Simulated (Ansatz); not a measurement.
Consider the atomization: `C[CH](C)[Mg][OH]` → 3 C• + 8 H• + Mg (atom) + O•.

Program: Ansatz. Geometries: PBE0-D4/def2-TZVP. ΔE: electronic, gas phase. CBS: MP2 limit from def2 TZ/QZ plus the TZ coupled-cluster correction, frozen cores. This one scheme is used for every species, atoms too. Functionals use def2-TZVPP. B3LYP here is the variant with VWN-RPA as its local correlation; programs differ in this. HSE06 is defined as in plane-wave codes. Open shells (•) are unrestricted, without spin–orbit coupling. Spin–orbit coupling would lower the free atoms: a little for C, O. Bonds to Mg are less sure, by a few kJ/mol each and by 10 to 20 or more in all where they break to atoms, as the def2 sets lack core-valence functions. One conformer a species, not always the lowest.

```csv
level,ΔE (kcal/mol),difference from CCSD(T)/CBS
LDA (SPW92),1285.9,146.0
PBE-D4,1152.1,12.2
revPBE-D4,1126.6,-13.3
r2SCAN-D4,1138.4,-1.5
B97M-V,1132.9,-7.0
PBE0-D4,1135.1,-4.8
B3LYP-D4,1132.8,-7.1
r2SCANh-D4,1132.5,-7.4
r2SCAN0-D4,1124.0,-15.9
HSE06-D4,1135.8,-4.1
CAM-B3LYP-D4,1138.7,-1.2
ωB97X-V,1134.8,-5.1
ωB97M-V,1133.9,-6.0
B2PLYP,1123.2,-16.7
PBE-QIDH,1128.8,-11.1
PBE,1147.2,7.3
revPBE,1110.5,-29.4
r2SCAN,1137.2,-2.7
PBE0,1131.0,-8.9
B3LYP,1125.0,-14.9
r2SCANh,1131.2,-8.7
r2SCAN0,1122.5,-17.4
HSE06,1132.0,-7.9
BHLYP,1097.0,-42.9
CAM-B3LYP,1134.6,-5.3
LC-ωPBE,1134.9,-5.0
HF/def2-SVP,850.0,-289.9
MP2/def2-SVP,1095.9,-44.0
CCSD/def2-SVP,1073.6,-66.3
CCSD(T)/def2-SVP,1083.1,-56.8
HF/def2-TZVPP,837.4,-302.5
MP2/def2-TZVPP,1125.5,-14.4
SCS-MP2/def2-TZVPP,1120.3,-19.6
CCSD/def2-TZVPP,1094.2,-45.7
CCSD(T)/def2-TZVPP,1108.5,-31.4
HF/def2-QZVPP,839.2,-300.7
SCS-MP2/def2-QZVPP,1140.8,0.9
HF/CBS(def2),839.5,-300.4
MP2/CBS(def2),1156.9,17.0
CCSD/CBS(def2),1125.7,-14.2
CCSD(T)/CBS,1139.9,0
```

Largest T1 diagnostic among the species: 0.010.

The D4 term adds +7.8 kcal/mol with B3LYP and +4.1 kcal/mol with PBE0; it sums over pairs of atoms, weighted by their polarisabilities, and B3LYP, whose exchange is more repulsive, gets the larger term. From r2SCAN to r2SCAN0 (25 % exact exchange), in def2-TZVPP and without D4, ΔE moves by −14.6 kcal/mol: exact exchange takes away binding that semilocal exchange gives to molecules.

For atomizations the MP2-based limit and the directly extrapolated one differ by several kJ/mol either way, and by 10 to 25 for some Ge, Se and Sn compounds, so smaller differences from it don't rank the levels.
